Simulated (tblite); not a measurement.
C5H5F3NP.
SMILES: `Cn1cpcc1C(F)(F)F`

All values are computed: GFN2-xTB (tblite) harmonic vibrations without scaling, gas phase. Against measured fundamentals such values can be off by several per cent, at times by over 20.

Harmonic wavenumbers (cm⁻¹): 39.7, 112.7, 126.4, 167.5, 207.1, 297.7, 328.6, 330.9, 415.4, 422.3, 480.7, 516.8, 570.8, 619.4, 647.6, 729.8, 764.3, 791.4, 865.7, 954.7, 994.4, 998.7, 1065.8, 1076.3, 1098.0, 1169.5, 1172.6, 1240.4, 1400.4, 1424.0, 1439.7, 1462.9, 1474.4, 1495.8, 2991.5, 3004.7, 3045.6, 3124.0, 3142.1.

A = 2039, B = 887.0, C = 695.3 MHz; mass 167.011 u (most abundant isotopes); point group Cs, symmetry number 1.

Q: Zero-point energy?

A: ½Σν̃ = 21105 cm⁻¹ = 252.48 kJ/mol.

Q: Give the ideal-gas entropy at 350 K and 1 bar in the rigid-rotor, harmonic-oscillator model (classical rotation).

A: Translation 176.02, rotation 127.21, vibration 129.61: S = 432.8 J/(mol K).

Q: And Cp and H(350 K) − H(0)?

A: Cp = 172.71 J/(mol K), of which vibrations give 139.45 (their classical limit is 39 R = 324.3); H(350 K) − H(0) = 36.04 kJ/mol without the zero-point energy, 24.40 from vibrations.

Q: Which modes carry the vibrational entropy at 350 K?

A: 39.7 cm⁻¹: 23.40; 112.7 cm⁻¹: 14.79; 126.4 cm⁻¹: 13.85; 167.5 cm⁻¹: 11.58; 207.1 cm⁻¹: 9.90; 297.7 cm⁻¹: 7.14 J/(mol K); the other 33 give 48.96 together.

Q: How do the functions run with temperature in this model?

A: 
```json
{"T (K)": "150", "S (J/(mol K))": "323.8", "Cp (J/(mol K))": "93.3", "H − H(0) (kJ/mol)": "9.18", "G − H(0) (kJ/mol)": "-39.39", "ln q(vib)": "2.50"}
{"T (K)": "250", "S (J/(mol K))": "381.3", "Cp (J/(mol K))": "134.9", "H − H(0) (kJ/mol)": "20.62", "G − H(0) (kJ/mol)": "-74.71", "ln q(vib)": "4.82"}
{"T (K)": "298.15", "S (J/(mol K))": "406.7", "Cp (J/(mol K))": "153.8", "H − H(0) (kJ/mol)": "27.57", "G − H(0) (kJ/mol)": "-93.68", "ln q(vib)": "5.96"}
{"T (K)": "400", "S (J/(mol K))": "457.0", "Cp (J/(mol K))": "189.3", "H − H(0) (kJ/mol)": "45.10", "G − H(0) (kJ/mol)": "-137.70", "ln q(vib)": "8.40"}
{"T (K)": "600", "S (J/(mol K))": "544.0", "Cp (J/(mol K))": "239.2", "H − H(0) (kJ/mol)": "88.35", "G − H(0) (kJ/mol)": "-238.05", "ln q(vib)": "13.09"}
{"T (K)": "900", "S (J/(mol K))": "649.9", "Cp (J/(mol K))": "281.7", "H − H(0) (kJ/mol)": "167.15", "G − H(0) (kJ/mol)": "-417.79", "ln q(vib)": "19.58"}
```

q(vib) and H(0) count from the zero-point level.

Q: Blend soft modes into free rotors: weight 1/[1 + (100 cm⁻¹/ν̃)⁴] for the oscillator and the rest for a rotor with moment μB/(μ + B), μ = h/(8π²ν), B = 10⁻⁴⁴ kg m². What vibrational entropy results?

A: 121.10 J/(mol K) in place of 129.61, which changes −T·S at 350 K by +2.98 kJ/mol.

Q: What must be added to the electronic energy to get the Gibbs energy at 350 K and 1 bar?

A: ZPE + [H(350 K) − H(0)] − T·S = 252.48 + 36.04 − 151.49 = 137.03 kJ/mol.

Hindered rotation and anharmonicity are outside this model.

Conformer computed: `[CH3:1][n:2]1[cH:3][p:4][cH:5][c:6]1[C:7]([F:8])([F:9])[F:10]`: C5–C6–C7–F8 -121°.
